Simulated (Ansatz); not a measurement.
# Energy profile

The step: SiH₄O ([OH][SiH3]) + H → SiH₃O ([OH][SiH2]) + H₂; bonds formed: H1–H4; bonds broken: H1–Si2 (atoms numbered as in the saddle structure below).

```xyz
7
angstrom
H -0.7585 -0.7052 0.8864
Si 0.2157 0.2619 0.1456
O 0.0119 -0.0571 -1.4554
H -1.5500 -1.5186 1.4290
H -0.1353 1.6685 0.4867
H 1.6114 -0.0051 0.5922
H 0.6048 0.3558 -2.0843
```

Electronic energies by CCSD(T) at an estimated basis limit (MP2 extrapolated from triple and quadruple zeta, plus CCSD(T) − MP2 in triple zeta), on PBE0-D4/def2-TZVP structures; SiH5O, doublet; no counterpoise correction; spin–orbit coupling, which lowers free halogen atoms and radicals such as OH and SH, is left out. Program: Ansatz 0.2.0. Basis: def2-TZVPP and def2-QZVPP. Cores are frozen in the correlated methods; orbitals are unrestricted. Extrapolation: Hartree–Fock as exp(−7.88 √X), correlation as X^−2.97.

(1) Give the profile in kJ/mol, counted from the separated reactants. (Judge from chemistry; the value comes from the calculation.)

T1 diagnostic: at most 0.015. ⟨S²⟩ of the unrestricted Hartree–Fock references: 0.75 to 0.76 (a pure state has 0.75).

Answers

(1) By the calculation:
| point | kJ/mol |
| --- | --- |
| separated: SiH4O (linked as [OH][SiH3]; H1, Si2, O3, H5, H6, H7; singlet) + H (H4; doublet) | 0.0 |
| start structure | -0.3 |
| saddle | 23.0 |
| end structure | -49.2 |
| separated: H2 (H1, H4; singlet) + SiH3O (linked as [OH][SiH2]; Si2, O3, H5, H6, H7; doublet) | -48.8 |

Radical steps of this kind take place in plasma deposition and etching.

For scale, one of the runs: CCSD(T)/def2-TZVPP, 143 basis functions, launched by `ansatz run in.yaml --threads 2 --pin off --events-out ev --progress --plain --max-ram 4352MiB`. Hardware: 2 CPU threads of an Arm Neoverse V2, shared host. Wall time 25 s; peak host memory 1.8 GiB.
